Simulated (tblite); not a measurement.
Start geometry of `C[Si@H]([SiH2]O)S[SiH3]` from a force field or distance geometry (Å):
```
atom  x, y, z in Å
C1    -1.4465   -2.0813    0.5941
Si2   -0.2092   -0.7149    0.4448
Si3   -1.3457    1.2894    0.1824
O4    -0.3054    2.5802    0.0292
S5     1.0869   -1.1846   -1.1952
Si6    2.5709    0.3053   -0.8205
H7    -2.0729   -2.1486   -0.3090
H8    -2.1172   -1.9103    1.4507
H9    -0.9627   -3.0507    0.7436
H10    0.6141   -0.6907    1.6972
H11   -2.1684    1.2487   -1.0636
H12   -2.2505    1.5296    1.3411
H13   -0.1505    2.8988   -0.8538
H14    2.9683    0.2921    0.6100
H15    2.0233    1.6336   -1.2160
H16    3.7581    0.0122   -1.6464
```

Problem. What comes out of this run: GFN2-xTB geometry optimisation, gas phase in tblite 0.8.0?

Solution. 
```
atom  x, y, z in Å
C1    -1.4507   -2.1447    0.5756
Si2   -0.3157   -0.6270    0.5470
Si3   -1.4896    1.3332    0.1649
O4    -0.4963    2.6127    0.0116
S5     1.0977   -1.0783   -1.0732
Si6    2.6661    0.3446   -0.8616
H7    -2.0129   -2.2312   -0.3498
H8    -2.1625   -2.0794    1.3930
H9    -0.8815   -3.0616    0.6960
H10    0.5411   -0.6682    1.7446
H11   -2.3602    1.2505   -1.0166
H12   -2.2661    1.7516    1.3268
H13    0.1590    2.6845   -0.6771
H14    3.0678    0.4209    0.5365
H15    2.1801    1.6558   -1.2991
H16    3.7159   -0.1544   -1.7302
```

The energy falls by 20.6 kJ/mol over 73 L-BFGS steps, the largest force on an atom goes from 1.42 to 0.008 eV/Å, and the atoms move by 0.187 Å rms after alignment. The bond that changes most is Si2–S5 (ends: SiH silicon; sulfur bonded to 2 Si), which lengthens by 0.054 Å. Bonds longer at the end by more than 0.005 Å: 2 of 15; shorter: 11. Among the angles that change most is O4–Si3–H12, from 109.0° to 100.0°. Among the dihedrals that turn most is H11–Si3–O4–H13, from -20° to -64°. Rotational constants go from 1575, 1172, 737.0 to 1584, 1094, 702.2 MHz. The orientation of the end geometry is arbitrary; only internal coordinates are fixed.

The run took 0.66 s on one thread of an Arm Neoverse V1, shared host.

GFN2-xTB frequencies show an imaginary mode (25i cm⁻¹), so the point is no minimum at that level. 3 starts were optimised and ended at 0.00, 0.33 and 0.97 kcal/mol (GFN2-xTB); the lowest of these is shown.

The numbers are calculated, not measured.
